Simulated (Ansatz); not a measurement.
C₃H₂F₃O (SMILES [CH]=C(O)C(F)(F)F), doublet, at a GFN2-xTB geometry; R2SCAN/cc-pVDZ run with Ansatz (a program for electronic structure).

Input for Ansatz:
Ansatz 0.2 input:
```yaml
crystal:
  periodic: [false, false, false]
  atoms:
    - {symbol: C, position_ang: [0.96836687, 1.62484491, -0.76052423]}
    - {symbol: C, position_ang: [0.85766857, 0.43496320, -0.25919614]}
    - {symbol: O, position_ang: [1.82716753, -0.46773471, 0.02554734]}
    - {symbol: C, position_ang: [-0.51107517, -0.17397694, 0.11856043]}
    - {symbol: F, position_ang: [-0.74535784, -1.30283470, -0.55302044]}
    - {symbol: F, position_ang: [-0.57500516, -0.45977264, 1.42058678]}
    - {symbol: F, position_ang: [-1.51929941, 0.66170885, -0.15116973]}
    - {symbol: H, position_ang: [0.35637924, 2.44302295, -1.04286976]}
    - {symbol: H, position_ang: [2.69348056, -0.10804615, -0.20211870]}
basis:
  gaussian:
    orbitals: cc-pVDZ
hamiltonian:
  xc: r2scan
magnetization: {spin_polarized: true, initial_magnetization: 1}
```

It wrote (shortened):

```
Functional definition: r2SCAN
1199 factors; their error is unknown
mean field evaluation 1: about -13327.8606 eV, gradient 3.7e1 eV
mean field evaluation 2: about -13324.7703 eV, gradient 4.8e1 eV
mean field evaluation 4: about -13333.0649 eV, gradient 2.1e0 eV
mean field evaluation 8: about -13333.0982 eV, gradient 2.0e-1 eV
mean field evaluation 16: about -13333.0319 eV, gradient 1.9e-3 eV
mean field -13333.03185202 eV, -489.9798831082 hartree, gradient 6.1e-5 eV, S^2 0.763655; 0 other end points of the search recorded, 0 dependent functions left out
reference -13333.03185853 eV, -489.9798833475 hartree; 28, 27 occupied and 80, 81 virtual orbitals, 1199 factors
Total energy: -13333.03185853 eV, -489.9798833475 hartree
```
